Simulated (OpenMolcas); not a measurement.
**Levels of Al⁺ by method**

```yaml
Program: OpenMolcas
Basis: ANO-RCC-VTZP [5s4p2d1f]
Scalar_Hamiltonian: DKH2, point nucleus
Active_space: 2 electrons in 9 orbitals (RAS2 3s 3p; RAS3 3d, at most 2 electrons)
State_averaging: 2S+1 = 3 even, 3 roots; 2S+1 = 1 even, 7 roots; 2S+1 = 3 odd, 3 roots; 2S+1 = 1 odd, 3 roots
Spin-orbit_coupling: RASSI with atomic mean-field integrals over the reference wave functions, term energies averaged over their components
```

Methods on the same reference wave functions:
A. RASSCF
B. SS-RASPT2, IPEA 0.25 Eh, imaginary shift 0.1 Eh (closed shells correlated: 2s 2p)
C. MS-RASPT2, IPEA 0.25 Eh, imaginary shift 0.1 Eh (closed shells correlated: 2s 2p)
D. XMS-RASPT2, IPEA 0.25 Eh, imaginary shift 0.1 Eh (closed shells correlated: 2s 2p)

Energies in eV above 3s2 1S0, the measured ground level; measured values from NIST Handbook of Basic Atomic Spectroscopic Data.

| Level | A | B | C | D | Measured |
| --- | --- | --- | --- | --- | --- |
| 3s2 1S0 | 0.0000 | 0.0000 | 0.0000 | 0.0000 | 0.0000 |
| 3s 3p 3P* 0 | 4.3858 | 4.555 | 4.561 | 4.582 | 4.6361 |
| 3s 3p 3P* 1 | 4.3920 | 4.561 | 4.568 | 4.588 | 4.6437 |
| 3s 3p 3P* 2 | 4.4046 | 4.573 | 4.580 | 4.600 | 4.6591 |
| 3s 3p 1P* 1 | 7.4748 | 7.407 | 7.414 | 7.420 | 7.4207 |

Deviations, from unrounded energies. A percentage is the sum of absolute deviations over the sum of measured energies, with the sign that they share, or ± where signs differ.

```tsv
Against measurement	Levels	A	B	C	D
mean absolute deviation (cm-1)	4	1600	530	480	340
other configurations (%)	4	±3.8	-1.2	-1.1	-0.8
```

D lies closest to measurement on these levels and A furthest from it. The largest miss of D in the table is 3s 3p 3P* 2, by -470 cm-1. The ranking rests on the paired levels alone, and a cruder setting can come out closer through cancelling errors.

Among B to D the level of the table that moves most is 3s 3p 3P* 0, by 220 cm-1 (lowest in B, highest in D). Moves below CASPT2's spread within the term are not significant.

The lowest spin-free term lies below A's lowest term by 0.213 hartree in B, 0.213 hartree in C, 0.214 hartree in D.

Active for correlation alone: 3d; no level in the range computed is led by a configuration that fills it, so any true level of that kind is missing. Without dynamic correlation excited terms often stand tens of per cent too high (terms of higher spin than the ground term too low), and those without a measured partner can miss by more than the paired ones (holds for A). Computed and measured levels are paired by configuration, term and J; levels that our copy of the source lacks, or whose pairing is in doubt (as where it misses far off the trend of its configuration), stay unpaired and out of the deviations. Levels of configurations outside the active space are missing. Levels that lie high or do not pair safely by name in every column are left out.

* marks odd parity.
